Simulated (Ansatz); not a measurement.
A CCSD(T) single point on CH$_{8}$BNSi (`B[SiH2]CN`).

```yaml
crystal:
  periodic: [false, false, false]
  atoms:
    - {symbol: B, position_ang: [-0.945068, 2.181468, 0.010142]}
    - {symbol: Si, position_ang: [-0.595317, 0.281954, 0.563051]}
    - {symbol: C, position_ang: [0.822019, -0.553798, -0.360803]}
    - {symbol: N, position_ang: [0.953428, -1.953350, 0.020619]}
    - {symbol: H, position_ang: [-0.415382, 2.697857, -0.931106]}
    - {symbol: H, position_ang: [-1.734095, 2.844401, 0.618455]}
    - {symbol: H, position_ang: [-0.375552, 0.194773, 2.035422]}
    - {symbol: H, position_ang: [-1.856898, -0.474036, 0.270669]}
    - {symbol: H, position_ang: [0.683536, -0.377637, -1.440660]}
    - {symbol: H, position_ang: [1.741683, -0.025191, -0.084748]}
    - {symbol: H, position_ang: [1.697395, -2.408031, -0.493957]}
    - {symbol: H, position_ang: [0.101251, -2.463511, -0.172783]}
basis:
  gaussian: {orbitals: def2-SVP}
correlation: {method: ccsd_t}
```

```sh
$ ansatz run in.yaml --threads 2 --pin off --events-out ev --progress --plain --max-ram 4352MiB
```

The program prints (abridged):

```
Functional definition: HF
1017 factors; integrals over basis functions are off by at most 1.3e-3 eV
mean field evaluation 1: about -11163.8590 eV, gradient 2.9e1 eV
mean field evaluation 2: about -11163.9186 eV, gradient 2.9e1 eV
mean field evaluation 4: about -11166.4192 eV, gradient 3.4e0 eV
mean field evaluation 8: about -11166.4627 eV, gradient 1.4e-1 eV
mean field evaluation 16: about -11166.3984 eV, gradient 3.9e-1 eV
mean field -11166.46279736 eV, -410.3599389028 hartree, gradient 5.4e-6 eV, S^2 0.000000; 0 other end points of the search recorded, 0 dependent functions left out
8 core orbitals not correlated: weight in the atoms' cores, before any rotation towards them, 1.000 or more for the frozen orbitals, at most 0.000 for the correlated occupied ones
reference -11166.46279736 eV, -410.3599389028 hartree; 12, 12 occupied and 80, 80 virtual orbitals, 1017 factors
second order -13.52591684 eV of doubles, -0.00000000 eV of singles
cycle   1  -14.71534605 eV  change    -1.2e0 eV  update   8.3e-2
cycle   2  -15.19318230 eV  change   -4.8e-1 eV  update   2.6e-2
cycle   3  -15.23808971 eV  change   -4.5e-2 eV  update   9.0e-3
cycle   4  -15.23640356 eV  change    1.7e-3 eV  update   3.1e-3
cycle   5  -15.23586417 eV  change    5.4e-4 eV  update   1.5e-3
cycle   6  -15.23567582 eV  change    1.9e-4 eV  update   5.9e-4
cycle   7  -15.23550634 eV  change    1.7e-4 eV  update   2.7e-4
cycle   8  -15.23546841 eV  change    3.8e-5 eV  update   1.1e-4
cycle   9  -15.23549116 eV  change   -2.3e-5 eV  update   4.2e-5
cycle  10  -15.23548466 eV  change    6.5e-6 eV  update   2.0e-5
perturbative correction -0.40071999 eV, -0.0147261880 hartree
Total energy: -11182.09900202 eV, -410.9345588252 hartree
```

Hardware: 2 threads of an Arm Neoverse V1 on a shared host. Wall time 5.5 s, peak host memory 0.41 GiB.

Correlation energy per correlated electron: -0.652 eV. T1 diagnostic: 0.0099.
